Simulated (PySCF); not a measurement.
Bonding in `C=C(C=O)[Si@@H](O)[SiH2]NC`

Compound: C₄H₁₁NO₂Si₂.
SMILES with atom numbers: `[CH2:1]=[C:2]([CH:3]=[O:4])[Si@@H:5]([OH:6])[SiH2:7][NH:8][CH3:9]` (hydrogens: H10, H11 on C1; H12 on C3; H13 on Si5; H14 on O6; H15, H16 on Si7; H17 on N8; H18, H19, H20 on C9)

Cartesian coordinates in Å at the GFN2-xTB level; atoms count from 1:
```
atom  x, y, z in Å
C1    -2.6729   -0.7124   -1.2033
C2    -2.1768    0.1761   -0.3418
C3    -3.1115    0.8885    0.5222
O4    -2.8060    1.7212    1.3457
Si5   -0.3237    0.6018   -0.1708
O6    -0.0693    1.2363    1.3037
Si7    0.9930   -1.2755   -0.3115
N8     2.5804   -0.7195   -0.6645
C9     3.2785    0.2804    0.1098
H10   -3.7331   -0.9150   -1.2786
H11   -2.0333   -1.2709   -1.8657
H12   -4.1779    0.6146    0.3810
H13   -0.1536    1.6659   -1.1834
H14   -0.7904    1.7293    1.7075
H15    0.7014   -2.1263   -1.4745
H16    0.8920   -2.1689    0.8664
H17    3.2256   -1.3704   -1.0870
H18    3.9672    0.8364   -0.5307
H19    2.5529    0.9744    0.5279
H20    3.8525   -0.1553    0.9350
```

Bond orders from the PBE0/pcSseg-1 density (PySCF). Geometry: GFN2-xTB, one conformer, isolated molecule.

Task: Where do the orders between heavy atoms depart from those drawn in the SMILES?

Result: The largest departure is 0.268, at C2–Si5 (drawn single, 0.732). Drawn single, order below 0.88: C2–Si5 (0.732).

Task: Give the Mayer order of every bond, beside its length.

Result: 
```tsv
bond	drawn as	length (Å)	Mayer order
C1–C2	double	1.333	1.884
C2–C3	single	1.459	1.036
C3–O4	double	1.210	1.900
C2–Si5	single	1.909	0.732
Si5–O6	single	1.625	1.037
Si5–Si7	single	2.297	0.901
Si7–N8	single	1.719	1.014
N8–C9	single	1.445	0.964
C1–H10	single	1.082	0.945
C1–H11	single	1.077	0.940
C3–H12	single	1.110	0.957
Si5–H13	single	1.479	0.898
O6–H14	single	0.962	0.906
Si7–H15	single	1.470	0.922
Si7–H16	single	1.482	0.865
N8–H17	single	1.009	0.931
C9–H18	single	1.093	0.969
C9–H19	single	1.088	0.955
C9–H20	single	1.096	0.967
```

By pair of heavy elements: C–C: lowest C2–C3 (1.036, 1.459 Å), highest C1–C2 (1.884, 1.333 Å).

Task: Sum the orders of all bonds at each heavy atom with more than one neighbour and set the sums beside the valence in the SMILES.

Result: C1 3.769 (drawn 4), C2 3.652 (drawn 4), C3 3.893 (drawn 4), Si5 3.568 (drawn 4), O6 1.943 (drawn 2), Si7 3.702 (drawn 4), N8 2.909 (drawn 3), C9 3.855 (drawn 4). Orders between atoms that aren't bonded are not in these sums.

The Mayer order sums products of elements of PS (density times overlap matrix) between the two atoms' basis functions, so it depends on the basis set.

The run behind these numbers computed NMR shieldings as well. On Arm Neoverse V1, one thread, shared host, this took 54 s wall and 1.0 GiB of memory at its peak.
